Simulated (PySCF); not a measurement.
Species: trans-Zr(PH3)2Cl4 (singlet state).
Cartesian coordinates in Å at the PBE0-D3(BJ)/def2-SVP level; atoms count from 1:
```xyz
13
Cl4H6P2Zr angstrom
Zr     0.0392    0.0829    0.0018
P     -0.0769   -0.0437    2.7938
H      0.5186    1.0434    3.4818
H      0.6425   -1.1081    3.3883
H     -1.2976   -0.1359    3.5081
P      0.0031   -0.1007   -2.7915
H      1.0903    0.5102   -3.4643
H     -1.0672    0.5710   -3.4302
H     -0.0381   -1.3406   -3.4776
Cl     2.3248    0.1594    0.7420
Cl    -2.3247    0.2595    0.3057
Cl     0.1560    2.3485   -0.7988
Cl     0.0605   -2.2982   -0.2369
```

Method: TDDFT PBE0/def2-SVPD, vertical, gas phase, core orbitals frozen in the response, def2 core potentials past Kr (PySCF). Spin–orbit coupling is left out.

Transition dipole moments from the ground state, in atomic units and in the frame of the coordinates above (overall signs are arbitrary), for the states with f of 0.002 or more among the lowest 10:

```
state  E (eV)      μx      μy      μz
   S3   4.490  -0.328   0.127  -0.079
   S4   4.507   0.091   0.335  -0.067
   S8   4.844   0.145   0.051  -0.085
   S9   4.869  -0.422  -0.226  -0.049
  S10   4.886  -0.218   0.436  -0.153
```

(1) Work out the oscillator strengths.

(2) Which bond between heavy atoms lies closest to the direction of the S10 transition dipole?

(3) What angle do the transition dipoles of S3 and S10 make?

(4) How is the summed strength of these states shared among x, y and z?

(5) What peak molar absorption coefficient would the strongest computed level give as a lone Gaussian band 0.4 eV wide at half height?

Answers

(1) f = (2/3) ΔE |μ|² with ΔE in hartree (27.2114 eV).

| state | \|μ\|² (au) | \|μ\| (D) | f |
| --- | --- | --- | --- |
| S3 | 0.130 | 0.91 | 0.014 |
| S4 | 0.125 | 0.90 | 0.014 |
| S8 | 0.031 | 0.45 | 0.004 |
| S9 | 0.232 | 1.22 | 0.028 |
| S10 | 0.261 | 1.30 | 0.031 |

(2) Zr1–Cl12, at 28° from it; next Zr1–Cl13 at 35°.

(3) |cos θ| = |μa·μb| / (|μa| |μb|) = 0.75, so θ ≈ 41° (taken between 0 and 90°, since the signs are arbitrary).

(4) (2/3) Σ ΔE μα² gives 0.042 for x, 0.043 for y and 0.005 for z, 0.091 in all.

(5) ε(max) = 2.175×10⁸ f / FWHM, with the width in cm⁻¹. S10: 2.175×10⁸ × 0.0312 / 3226 ≈ 2100 L mol⁻¹ cm⁻¹.

The vertical ionisation energy (ΔSCF) is 9.70 eV, 4.82 eV above S10.

Time: 15 min (grids of density and orbitals included); peak memory 1.4 GiB. Hardware: one thread of an Intel Xeon at 2.50 GHz, on a shared host.
